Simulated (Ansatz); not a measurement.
One change: `[OH][Sn]([F])([F])[F]` becomes `[F][Sn]([F])([F])[SH]`.

Ansatz, PBE0-D4/def2-TZVP geometries, multiplicity 1. Each molecule was computed in one conformer, which needn't be the lowest.

Elements past krypton have def2 core potentials.

```
                               property  `[OH][Sn]([F])([F])[F]`
      HOMO energy (PBE/def2-TZVPP) / eV                    -8.62
HOMO–LUMO gap (ωB97M-V/def2-TZVPP) / eV                    12.09
     HOMO energy (PBE0/def2-TZVPP) / eV                   -10.48
     LUMO energy (PBE0/def2-TZVPP) / eV                    -3.02
  HOMO energy (ωB97M-V/def2-TZVPP) / eV                   -12.98
    HOMO–LUMO gap (PBE/def2-TZVPP) / eV                     4.60
```

Task: Give the same properties after the change, and the shifts. (Best estimate.)

Result: Ansatz gave: 
```
                               property  `[F][Sn]([F])([F])[SH]`  shift
      HOMO energy (PBE/def2-TZVPP) / eV                    -7.66   0.96
HOMO–LUMO gap (ωB97M-V/def2-TZVPP) / eV                    10.41  -1.68
     HOMO energy (PBE0/def2-TZVPP) / eV                    -9.01   1.47
     LUMO energy (PBE0/def2-TZVPP) / eV                    -2.92   0.10
  HOMO energy (ωB97M-V/def2-TZVPP) / eV                   -11.24   1.74
    HOMO–LUMO gap (PBE/def2-TZVPP) / eV                     3.80  -0.80
```

With PBE0 the HOMO rises by 1.47 eV and the LUMO rises by 0.10 eV, so the gap narrows by about 1.37 eV. PBE moves the HOMO by 0.96 eV and ωB97M-V by 1.74 eV.
